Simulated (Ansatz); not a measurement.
One change: `SC1C[SiH2]1` becomes `NC1C[SiH2]1`.

Ansatz, PBE0-D4/def2-TZVP geometries, multiplicity 1. Each molecule was computed in one conformer, which needn't be the lowest.

| property | `SC1C[SiH2]1` |
| --- | --- |
| HOMO–LUMO gap (PBE0/def2-TZVPP) / eV | 6.22 |
| HOMO energy (PBE/def2-TZVPP) / eV | -5.29 |
| HOMO energy (ωB97M-V/def2-TZVPP) / eV | -8.55 |
| HOMO–LUMO gap (B3LYP/def2-TZVPP) / eV | 5.78 |
| size of the dipole moment (ωB97M-V/def2-TZVPP) / D | 1.60 |
| LUMO energy (ωB97M-V/def2-TZVPP) / eV | 1.51 |

Q: What does the change do to each property? (An estimate is asked.)

A: The calculation gave: 
| property | `NC1C[SiH2]1` | shift |
| --- | --- | --- |
| HOMO–LUMO gap (PBE0/def2-TZVPP) / eV | 6.65 | 0.43 |
| HOMO energy (PBE/def2-TZVPP) / eV | -5.12 | 0.17 |
| HOMO energy (ωB97M-V/def2-TZVPP) / eV | -8.54 | 0.01 |
| HOMO–LUMO gap (B3LYP/def2-TZVPP) / eV | 6.21 | 0.43 |
| size of the dipole moment (ωB97M-V/def2-TZVPP) / D | 1.15 | -0.45 |
| LUMO energy (ωB97M-V/def2-TZVPP) / eV | 1.93 | 0.42 |

With PBE0 the HOMO rises by 0.07 eV and the LUMO rises by 0.50 eV, so the gap widens by about 0.43 eV. PBE moves the HOMO by 0.17 eV and ωB97M-V by 0.01 eV. The zero-point energy changes by 46.2 kJ/mol with +3 modes. Dipoles are sizes alone; their direction can turn.

B3LYP here is the variant with VWN-RPA as its local correlation; programs differ in this.
